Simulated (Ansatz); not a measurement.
`[OH][Nb]([OH])([OH])=[S]` and `[CH3][Nb]([OH])([OH])=[S]` differ in one atom or group.

Ansatz, PBE0-D4/def2-TZVP geometries, multiplicity 1. Each molecule was computed in one conformer, which needn't be the lowest.

Elements past krypton have def2 core potentials.

```tsv
property	`[OH][Nb]([OH])([OH])=[S]`
size of the dipole moment (ωB97M-V/def2-TZVPP) / D	0.13
size of the dipole moment (PBE/def2-TZVPP) / D	0.17
HOMO–LUMO gap (ωB97M-V/def2-TZVPP) / eV	10.33
HOMO energy (PBE0/def2-TZVPP) / eV	-7.77
HOMO energy (PBE/def2-TZVPP) / eV	-6.58
LUMO energy (B3LYP/def2-TZVPP) / eV	-1.82
```

Q: Give the same properties after the change, and the shifts. (An estimate is asked.)

A: Ansatz gave: 
| property | `[CH3][Nb]([OH])([OH])=[S]` | shift |
| --- | --- | --- |
| size of the dipole moment (ωB97M-V/def2-TZVPP) / D | 1.51 | 1.38 |
| size of the dipole moment (PBE/def2-TZVPP) / D | 1.49 | 1.32 |
| HOMO–LUMO gap (ωB97M-V/def2-TZVPP) / eV | 10.12 | -0.21 |
| HOMO energy (PBE0/def2-TZVPP) / eV | -7.58 | 0.19 |
| HOMO energy (PBE/def2-TZVPP) / eV | -6.42 | 0.16 |
| LUMO energy (B3LYP/def2-TZVPP) / eV | -1.91 | -0.09 |

With PBE0 the HOMO rises by 0.19 eV and the LUMO falls by 0.08 eV, so the gap narrows by about 0.27 eV. PBE moves the HOMO by 0.16 eV and ωB97M-V by 0.17 eV. The zero-point energy changes by 58.1 kJ/mol with +6 modes. Dipoles are sizes alone; their direction can turn.

B3LYP here is the variant with VWN-RPA as its local correlation; programs differ in this.
